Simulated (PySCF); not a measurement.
Compound: hexahydropyrrolizine, C7H13N.
SMILES: `C1CC2CCCN2C1`

The calculation used PySCF 2.14.0, density-fitted response routines, TDDFT wB97X-D/def2-SVPD, vertical, gas phase, core orbitals frozen in the response. One conformer (not necessarily the lowest) at the PBE0-D3(BJ)/def2-SVP geometry, without solvent, vibrations or thermal averaging.

**Question.** Predict the UV-vis stick spectrum at this level.

**Answer.** 

```json
{"state": "S1", "E (eV)": "6.05", "E (kJ/mol)": "583", "λ (nm)": "205.0", "f": "0.012", "main configurations (H = HOMO, L = LUMO)": "H→L (79%), H→L+3 (9%)"}
{"state": "S2", "E (eV)": "6.54", "E (kJ/mol)": "631", "λ (nm)": "189.6", "f": "0.0007", "main configurations (H = HOMO, L = LUMO)": "H→L+2 (83%)"}
{"state": "S3", "E (eV)": "6.73", "E (kJ/mol)": "649", "λ (nm)": "184.2", "f": "0.014", "main configurations (H = HOMO, L = LUMO)": "H→L+1 (83%)"}
{"state": "S4", "E (eV)": "6.97", "E (kJ/mol)": "673", "λ (nm)": "177.8", "f": "0.015", "main configurations (H = HOMO, L = LUMO)": "H→L+3 (70%), H→L+4 (8%)"}
{"state": "S5", "E (eV)": "7.45", "E (kJ/mol)": "719", "λ (nm)": "166.5", "f": "0.018", "main configurations (H = HOMO, L = LUMO)": "H→L+4 (67%), H→L+3 (10%)"}
{"state": "S6", "E (eV)": "7.81", "E (kJ/mol)": "753", "λ (nm)": "158.8", "f": "0.017", "main configurations (H = HOMO, L = LUMO)": "H→L+5 (65%), H→L+6 (14%), H→L+7 (8%)"}
{"state": "S7", "E (eV)": "7.86", "E (kJ/mol)": "759", "λ (nm)": "157.7", "f": "0.0016", "main configurations (H = HOMO, L = LUMO)": "H→L+6 (58%), H→L+5 (19%)"}
{"state": "S8", "E (eV)": "8.02", "E (kJ/mol)": "774", "λ (nm)": "154.6", "f": "0.048", "main configurations (H = HOMO, L = LUMO)": "H→L+7 (53%), H→L+8 (24%)"}
{"state": "S9", "E (eV)": "8.13", "E (kJ/mol)": "785", "λ (nm)": "152.4", "f": "0.0097", "main configurations (H = HOMO, L = LUMO)": "H→L+9 (28%), H→L+8 (17%), H→L+7 (15%)"}
{"state": "S10", "E (eV)": "8.35", "E (kJ/mol)": "806", "λ (nm)": "148.4", "f": "0.0023", "main configurations (H = HOMO, L = LUMO)": "H→L+8 (34%), H→L+9 (26%), H→L+6 (11%)"}
```

Triplets, Tamm–Dancoff:

```
state  E (eV)  λ (nm)  main configurations (H = HOMO, L = LUMO)
   T1    6.03   205.7                     H→L (79%), H→L+3 (9%)
   T2    6.47   191.6                               H→L+2 (83%)
   T3    6.70   185.2                               H→L+1 (82%)
   T4    6.92   179.1         H→L+3 (71%), H→L+4 (9%), H→L (8%)
```

The lowest singlet comes at 205 nm (583 kJ/mol) in the ultraviolet; it is weak; its leading configuration is HOMO→LUMO (79%). The strongest level in the table is S8 at 8.02 eV (155 nm, f = 0.048). Löwdin shares by element: HOMO nitrogen 55%, carbon 22% or more (atoms not listed hold the other 23%); LUMO carbon 31% or more (atoms not listed hold the other 69%). The listed states span 2.31 eV, and the widest gap between neighbours is 0.49 eV (S1 to S2). Weighted by f, the mean energy of these states is 7.51 eV. Of the 10 states listed, 6 reach f = 0.01 and none stays under 0.0005. The vertical ionisation energy is 7.70 eV (ΔSCF), so S6 and higher lie in the continuum; a finite Gaussian basis only mimics such states. The window holds the lowest 10 singlets.
